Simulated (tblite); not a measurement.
Species: C3H11Si3 (doublet state).
SMILES with atom numbers: `[SiH2:1][CH2:2][SiH2:3]/[CH:4]=[CH:5]\[SiH3:6]` (hydrogens: H7, H8 on Si1; H9, H10 on C2; H11, H12 on Si3; H13 on C4; H14 on C5; H15, H16, H17 on Si6)
Bond orders are those of one Lewis drawing.

Computed with GFN2-xTB (tblite), gas phase: L-BFGS steps from a force-field or distance-geometry start until the largest atomic force falls under 0.01 eV/Å.

Step 53: E = -465.2280 eV
```
atom  x, y, z in Å  |  force x, y, z in eV/Å
Si1     3.3818   -0.4811    0.0806   -0.021   0.011   0.045
C2      1.9078    0.5296    0.7058   -0.085  -0.020  -0.068
Si3     0.4980    0.8168   -0.5642    0.127   0.065   0.050
C4     -0.4458   -0.7939   -0.7367    0.013   0.029  -0.031
C5     -1.7341   -1.0331   -0.4986   -0.008   0.013   0.026
Si6    -3.0867    0.1663    0.0122   -0.059   0.078   0.002
H7      3.0290   -1.7928   -0.4559    0.020   0.035  -0.001
H8      4.2770    0.2758   -0.7877   -0.023  -0.028  -0.031
H9      2.2650    1.5051    1.0399    0.009  -0.044   0.001
H10     1.4726    0.0457    1.5812    0.025   0.014   0.030
H11     1.1018    1.1860   -1.8552   -0.033  -0.003  -0.004
H12    -0.3541    1.9050   -0.0812   -0.016   0.032  -0.010
H13     0.1640   -1.6351   -1.0559    0.069  -0.047   0.026
H14    -2.0744   -2.0584   -0.6094   -0.058  -0.068  -0.051
H15    -3.1742    0.2273    1.4776    0.017   0.007  -0.037
H16    -2.8831    1.5109   -0.5373    0.003  -0.071   0.032
H17    -4.3518   -0.3620   -0.5169    0.022  -0.001   0.024
```

Step 54: E = -465.2298 eV
```
atom  x, y, z in Å  |  force x, y, z in eV/Å
Si1     3.3840   -0.4716    0.0791    0.004   0.001   0.046
C2      1.9073    0.5295    0.7071   -0.049  -0.019  -0.038
Si3     0.4992    0.8178   -0.5591    0.078   0.044   0.041
C4     -0.4446   -0.7929   -0.7373    0.004   0.017  -0.056
C5     -1.7342   -1.0340   -0.5048    0.007  -0.001   0.027
Si6    -3.0861    0.1668    0.0100   -0.017   0.040  -0.005
H7      3.0319   -1.7993   -0.4116    0.020  -0.002  -0.021
H8      4.2550    0.2687   -0.8270   -0.028  -0.024  -0.026
H9      2.2640    1.5027    1.0467   -0.007  -0.020   0.010
H10     1.4739    0.0383    1.5790    0.028   0.015   0.041
H11     1.0988    1.2012   -1.8459   -0.020  -0.005  -0.032
H12    -0.3560    1.8976   -0.0685   -0.038   0.065   0.004
H13     0.1655   -1.6317   -1.0638    0.060  -0.036   0.039
H14    -2.0715   -2.0605   -0.6246   -0.061  -0.027  -0.041
H15    -3.1639    0.2404    1.4748    0.016   0.003  -0.027
H16    -2.8767    1.5053   -0.5493   -0.010  -0.053   0.022
H17    -4.3537   -0.3663   -0.5064    0.015   0.002   0.018
```

Step 55: E = -465.2303 eV
```
atom  x, y, z in Å  |  force x, y, z in eV/Å
Si1     3.3897   -0.4636    0.0788    0.039  -0.087  -0.047
C2      1.9084    0.5279    0.7070   -0.005  -0.009   0.017
Si3     0.5016    0.8216   -0.5537   -0.005   0.024   0.011
C4     -0.4436   -0.7887   -0.7427    0.002   0.004  -0.055
C5     -1.7335   -1.0316   -0.5099    0.017  -0.014   0.012
Si6    -3.0875    0.1684    0.0078    0.014  -0.009  -0.014
H7      3.0433   -1.8177   -0.3600    0.054   0.107   0.001
H8      4.2329    0.2640   -0.8702   -0.080  -0.072   0.027
H9      2.2627    1.4996    1.0533   -0.014  -0.009   0.013
H10     1.4793    0.0290    1.5768    0.022   0.017   0.041
H11     1.0985    1.2181   -1.8372   -0.019  -0.004  -0.039
H12    -0.3594    1.8925   -0.0521   -0.031   0.064   0.000
H13     0.1667   -1.6266   -1.0751    0.039  -0.007   0.051
H14    -2.0705   -2.0588   -0.6370   -0.050   0.017  -0.031
H15    -3.1568    0.2537    1.4718    0.017   0.004  -0.016
H16    -2.8833    1.5010   -0.5644   -0.013  -0.033   0.014
H17    -4.3555   -0.3767   -0.4948    0.013   0.008   0.015
```

Q: Estimate the geometry and energy of step 56. (The exact step hangs on the optimiser's Hessian estimate; all steps are aligned on step 55, rigid shifts and turns removed.)

A: E = -465.2309 eV, largest force 0.126 eV/Å
```
atom  x, y, z in Å  |  force x, y, z in eV/Å
Si1     3.3870   -0.4639    0.0796    0.031  -0.013   0.049
C2      1.9050    0.5274    0.7044    0.063  -0.005   0.080
Si3     0.5041    0.8236   -0.5536   -0.120  -0.017  -0.033
C4     -0.4434   -0.7887   -0.7395   -0.006  -0.013  -0.036
C5     -1.7342   -1.0329   -0.5093    0.028  -0.026  -0.015
Si6    -3.0891    0.1688    0.0086    0.069  -0.087  -0.019
H7      3.0407   -1.8028   -0.3723    0.008  -0.075  -0.043
H8      4.2350    0.2582   -0.8590   -0.005   0.006  -0.045
H9      2.2639    1.4964    1.0513   -0.014   0.025   0.020
H10     1.4788    0.0300    1.5758    0.000   0.005   0.048
H11     1.0962    1.2135   -1.8400   -0.004   0.003  -0.054
H12    -0.3581    1.8972   -0.0589   -0.023   0.061   0.004
H13     0.1704   -1.6287   -1.0651    0.010   0.026   0.047
H14    -2.0726   -2.0610   -0.6427   -0.024   0.072  -0.006
H15    -3.1593    0.2511    1.4705    0.016   0.005   0.023
H16    -2.8755    1.4982   -0.5579   -0.015   0.031  -0.017
H17    -4.3557   -0.3743   -0.4935   -0.017   0.002  -0.002
```

The energy changes by -0.0005 eV. The first-order estimate −F·Δx gives -0.0031 eV and the mean of the old and new forces, exact on a quadratic surface, -0.0005 eV. The step makes an angle of 67° with the force vector and moves no atom by more than 0.019 Å.

The cost below is that of the whole relaxation. On one thread of an Arm Neoverse V1, on a shared host, this took 0.98 s.
